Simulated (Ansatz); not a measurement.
Al$_{3}$FH$_{5}$NO (`[NH2][AlH][AlH][O][AlH][F]`) at its PBE0-D4/def2-TZVP geometry, where that method's forces vanish. Charge 0, multiplicity 1.

```xyz
11

N    -0.9180    0.6555   -1.7341
Al    0.4260    1.6283   -1.1182
Al    1.4720    0.6760    1.0527
O     0.7232   -0.7562    1.6012
Al   -0.4266   -1.9573    1.4513
F    -1.4588   -1.8886    0.1570
H    -1.2584   -0.1891   -1.2965
H    -1.4515    0.8596   -2.5648
H     0.8101    2.9274   -1.9560
H     2.6794    1.1923    1.9552
H    -0.5974   -3.1479    2.4521
```

(1) What forces (eV/Å) does ωB97M-V/def2-TZVPP give on these atoms in the Gaussian-basis code of Ansatz? (An estimate is asked.)

Answers

(1) Computed: 
```
N1   0.001 -0.008  0.010
Al2  0.103  0.069  0.047
Al3  0.095  0.177 -0.058
O4   0.030  0.016  0.019
Al5 -0.022 -0.231  0.206
F6  -0.069  0.010 -0.092
H7  -0.007  0.028 -0.037
H8  -0.001 -0.027  0.027
H9  -0.034 -0.124  0.084
H10 -0.114 -0.046 -0.091
H11  0.018  0.135 -0.116
```
